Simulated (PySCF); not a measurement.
Te(I)(OMe) (CH3IOTe), SMILES CO[Te]I. Atoms are numbered in the order given.

```xyz
7

Te     0.5167    -0.6882     0.8641
I     -1.1079     1.0828    -0.4808
O      2.0085    -0.8535    -0.4543
C      1.7683    -1.5788    -1.6468
H      1.0451    -1.0592    -2.3018
H      2.7333    -1.6422    -2.1756
H      1.3964    -2.6019    -1.4566
```

The structure is a stationary point at B3LYP-D3(BJ)/def2-SVP. The structure was generated by enumeration, and PubChem lists no compound with its InChIKey, so it may never have been made. The def2 effective core potentials stand for the cores of I, Te; spin–orbit coupling is left out. One conformer was computed; it need not be the lowest.

Level of theory: PySCF with PBE/def2-TZVP.

The molecule is in vacuum.

The total energy is -680.77950 hartree. The highest occupied level comes out as -5.24 eV and the lowest empty level comes out as -3.52 eV. The orbital gap comes out as 1.72 eV. The dipole moment is 1.45 D and the quadrupole, principal values (traceless, Buckingham form, about the centre of nuclear charge) comes out as -8.30, 3.11, 5.20 D·Å. The mean static polarisability is 90.5 bohr³ (13.42 Å³) and the polarisability, principal values comes out as 62.1, 86.2, 123.4 bohr³.
